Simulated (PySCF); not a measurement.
Q: What does the PBE0-D3(BJ)/def2-SVP structure of `[BH2-]c1ccccc1` [radical] look like in three dimensions? (Charge -1 and doublet state.)

A: 
```xyz
14
C6H7B angstrom
B      2.1901   -0.0840    1.0540
C      0.8162   -0.0275    0.4027
C     -0.0482   -1.1698    0.3016
C     -1.2993   -1.1212   -0.2902
C     -1.7983    0.0775   -0.8355
C     -0.9831    1.2235   -0.7588
C      0.2674    1.1714   -0.1664
H      2.8972    0.9185    1.1188
H      2.6186   -1.1331    1.5277
H      0.3088   -2.1197    0.7160
H     -1.9109   -2.0310   -0.3350
H     -2.7860    0.1172   -1.3037
H     -1.3442    2.1721   -1.1754
H      0.8755    2.0823   -0.1243
```

Any rigid rotation of these coordinates is as good. Atoms count from 1 in this order. The 6-membered ring C2–C3–C4–C5–C6–C7 has internal angles of 114.0° to 123.1° (sum 720°, against 720° for a flat polygon); it is planar, 0.00 Å rms from its mean plane, widest ring torsion 0°. C2 (carbon bonded to B and 2 C) is planar (angles 123.1°, 123.0° and 114.0°, sum 360.0°, 0.00 Å off the plane of its three neighbours). The 7 heavy atoms lie in one plane (0.000 Å rms). C3 (carbon bonded to 2 C and H) is planar (angles 123.1°, 119.1° and 117.8°, sum 360.0°, 0.00 Å off the plane of its three neighbours).

Bonds between heavy atoms (Å): B1–C2 1.521, C2–C3 1.436, C3–C4 1.385, C4–C5 1.408, C5–C6 1.408, C6–C7 1.385, C2–C7 1.436.

Theory: PBE0-D3(BJ)/def2-SVP geometry optimisation, gas phase in PySCF.

Point group: C2v (every atom within 0.08 Å of its image). Stationary, but not proved a minimum. ⟨S²⟩ = 0.771 (exact for a doublet: 0.75). Whether the extra electron is bound in the gas phase wasn't checked; a finite basis holds it in any case.
